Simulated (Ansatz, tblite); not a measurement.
Removing and adding an electron: `FC(F)(F)c1cc2sc(-c3cc4sc(-c5cc6sc(C(F)(F)F)cc6s5)cc4s3)cc2s1`. The state is a singlet with charge 0. Geometry: PBE-D4/def2-SVP. Ansatz, gas phase; energy differences of separate SCF runs; the oxidised species was run as a doublet alone; the reduced species was run as a doublet alone.

Cartesian coordinates in Å:
```
F -8.958 0.698 -5.332
C -7.840 1.267 -5.848
F -7.662 0.722 -7.077
F -8.090 2.586 -6.010
C -6.645 1.061 -4.969
C -5.952 2.041 -4.280
C -4.888 1.473 -3.531
S -3.648 2.097 -2.480
C -2.996 0.473 -2.218
C -1.848 0.295 -1.364
C -1.131 1.266 -0.662
C -0.059 0.700 0.067
S 1.182 1.325 1.114
C 1.847 -0.296 1.365
C 2.995 -0.474 2.219
C 3.714 0.498 2.917
C 4.780 -0.073 3.655
S 6.012 0.556 4.712
C 6.646 -1.060 4.969
C 7.841 -1.266 5.848
F 8.092 -2.585 6.007
F 8.958 -0.694 5.333
F 7.661 -0.723 7.078
C 5.952 -2.041 4.280
C 4.888 -1.473 3.531
S 3.648 -2.097 2.481
C 1.130 -1.267 0.663
C 0.058 -0.701 -0.066
S -1.183 -1.326 -1.114
C -3.714 -0.498 -2.917
C -4.780 0.073 -3.656
S -6.011 -0.555 -4.714
H -6.213 3.105 -4.328
H -1.386 2.333 -0.687
H 3.465 1.567 2.885
H 6.214 -3.104 4.329
H 1.385 -2.334 0.687
H -3.466 -1.567 -2.886
```

The xTB rows come from tblite. Single mean-field runs in def2-TZVP are fitted with def2-universal-jkfit.

```tsv
level	−HOMO (eV)	vertical IE (eV)	−LUMO (eV)	vertical EA (eV)	HOMO–LUMO gap (eV)	IE − EA (eV)
GFN1-xTB	10.92	12.60	9.22	7.59	1.70	5.01
GFN2-xTB	10.52	12.14	8.83	7.32	1.69	4.81
```

Q: Estimate the rows for PBE-D4/def2-TZVP, PBE0-D4/def2-TZVP.

A: 
```
            level  −HOMO (eV)  vertical IE (eV)  −LUMO (eV)  vertical EA (eV)  HOMO–LUMO gap (eV)  IE − EA (eV)
 PBE-D4/def2-TZVP        5.06              6.63        3.25              1.81                1.81          4.82
PBE0-D4/def2-TZVP        5.82              6.87        2.73              1.77                3.09          5.10
```

 Raw xTB energy differences between charge states are shifted by several eV; the methods need an empirical correction for them. Sets without diffuse functions give affinities that are too small.
